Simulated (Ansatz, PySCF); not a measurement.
Ga(Br)(Me)(NH2) (CH₅BrGaN), SMILES [Ga]([CH3])([Br])[NH2]. Atoms are numbered in the order given.

```xyz
9

Ga     0.6276     0.4739    -0.0234
Br    -1.0067    -1.1216    -0.4098
C      0.5950     2.1746    -0.9917
H      0.6416     1.9830    -2.0746
H      1.4402     2.8163    -0.7014
H     -0.3481     2.7012    -0.7795
N      1.8366    -0.0597     1.2125
H      2.6301     0.4943     1.5213
H      1.7925    -0.9614     1.6783
```

Geometry optimised at TPSSh-D3(BJ)/def2-SVP. The structure was generated by enumeration; whether it is a known compound was not checked. One conformer was computed; it need not be the lowest.

Two levels are set side by side: PBE-D3(BJ)/def2-SVP (Ansatz, a first-principles code) and TPSSh-D3(BJ)/def2-SVP (PySCF). Each level has its own optimised geometry; the coordinates shown are those of the second. Frequencies come from the Hessian of PySCF at each geometry. Differences are taken from unrounded values.

```csv
quantity,TPSSh-D3(BJ),PBE-D3(BJ),PBE-D3(BJ) minus TPSSh-D3(BJ)
mean bond length (Å),1.427,1.433,0.006
bond Ga1–Br2 (Å),2.316,2.326,0.010
bond Ga1–C3 (Å),1.957,1.961,0.004
bond Ga1–N7 (Å),1.809,1.817,0.008
bond C3–H4 (Å),1.101,1.108,0.007
bond C3–H5 (Å),1.100,1.107,0.007
bond C3–H6 (Å),1.101,1.108,0.007
bond N7–H8 (Å),1.016,1.021,0.005
bond N7–H9 (Å),1.016,1.021,0.005
highest harmonic wavenumber (cm⁻¹),3667,3620,-47
mean harmonic wavenumber (cm⁻¹),1290,1257,-33
zero-point energy (kcal/mol),38.72,37.73,-0.98
```

Exact exchange shortens and stiffens bonds; PBE has none. Differences between two approximate levels are no errors against the true value.
